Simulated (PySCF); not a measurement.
# Property card for benzoate anion (`O=C([O-])c1ccccc1`)

Benzoate anion, C7H5O2 (charge -1).
Atom-mapped SMILES: `[O:1]=[C:2]([O-:3])[c:4]1[cH:5][cH:6][cH:7][cH:8][cH:9]1` (hydrogens: H10 on C5; H11 on C6; H12 on C7; H13 on C8; H14 on C9)

Structural features include: carboxylate and benzene ring.

From PBE0-D3(BJ)/def2-SVP geometry optimisation, gas phase (PySCF):

```
Point group                  : C2v
Rotational constants A, B, C : 3.922, 1.249, 0.947 GHz
```

KT2/pcSseg-1 ground state and GIAO shieldings, non-relativistic (PySCF):

```
HOMO energy                                                 : -0.11 eV
LUMO energy                                                 : 2.59 eV
HOMO–LUMO gap                                               : 2.70 eV
13C chemical shifts (computed TMS as zero) by class         : 153.2 (C2), 141.1 (C4), 123.8 (C5/C9), 117.3 (C6/C8), 116.2 (C7) ppm
1H chemical shifts (computed TMS as zero) by class          : 8.12 (H10/H14), 6.54 (H11/H13), 6.30 (H12) ppm
Isotropic shieldings of nuclei other than C and H, by class : 20 (O1/O3) ppm
```

B3LYP/pcJ-1 indirect spin-spin coupling, non-relativistic, gas phase; spin–dipole term left out (PySCF):

```
Largest of the computed one-bond spin–spin couplings (means over like bonds) : 13C–1H +170.2 (C5–H10 and 1 like it), 13C–1H +157.3 (C7–H12), 13C–1H +156.9 (C6–H11 and 1 like it) Hz
```

Monoisotopic mass of the ion (most abundant isotopes, electron mass counted): 121.0295 u.

With B = h/(8π²I), that is 505.379 GHz u Å² over I, the principal moments of inertia are 128.9, 404.6 and 533.4 u Å² (most abundant isotopes). The rotational constants make it an asymmetric top with κ = (2B − A − C)/(A − C) = -0.80, nearer the prolate limit (−1).

 The geometry's basis has no diffuse functions, a weakness for an anion. No diffuse functions stand in pcJ-1 and pcSseg-1, which bears on an anion's orbital energies.

For the geometry optimisation (PBE0-D3(BJ)/def2-SVP), time: 51 s. Hardware: an Arm Neoverse V2 with one thread, shared host.

Conformer computed: `[O:1]=[C:2]([O-:3])[c:4]1[cH:5][cH:6][cH:7][cH:8][cH:9]1`: O1–C2–C4–C5 180°.
